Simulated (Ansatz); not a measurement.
Start from `C=Cc1ccccc1` and change one atom or group to get `O=C(F)c1ccccc1`.

Ansatz, PBE0-D4/def2-TZVP geometries, multiplicity 1. Each molecule was computed in one conformer, which needn't be the lowest.

| property | `C=Cc1ccccc1` |
| --- | --- |
| HOMO energy (PBE/def2-TZVPP) / eV | -5.68 |
| size of the dipole moment (ωB97M-V/def2-TZVPP) / D | 0.17 |
| HOMO–LUMO gap (ωB97M-V/def2-TZVPP) / eV | 9.47 |
| HOMO energy (ωB97M-V/def2-TZVPP) / eV | -8.60 |
| HOMO energy (PBE0/def2-TZVPP) / eV | -6.59 |
| zero-point energy (PBE0-D4/def2-TZVP) / kJ/mol | 350.7 |

(1) What does the change do to each property? (An estimate is asked.)

Results:

(1) Computed: 
```tsv
property	`O=C(F)c1ccccc1`	shift
HOMO energy (PBE/def2-TZVPP) / eV	-6.97	-1.29
size of the dipole moment (ωB97M-V/def2-TZVPP) / D	3.83	3.66
HOMO–LUMO gap (ωB97M-V/def2-TZVPP) / eV	10.20	0.73
HOMO energy (ωB97M-V/def2-TZVPP) / eV	-10.06	-1.46
HOMO energy (PBE0/def2-TZVPP) / eV	-7.98	-1.39
zero-point energy (PBE0-D4/def2-TZVP) / kJ/mol	271.1	-79.6
```

With PBE0 the HOMO falls by 1.39 eV and the LUMO falls by 0.82 eV, so the gap widens by about 0.57 eV. PBE moves the HOMO by -1.29 eV and ωB97M-V by -1.46 eV. The zero-point energy changes by -79.6 kJ/mol with -6 modes. Dipoles are sizes alone; their direction can turn.
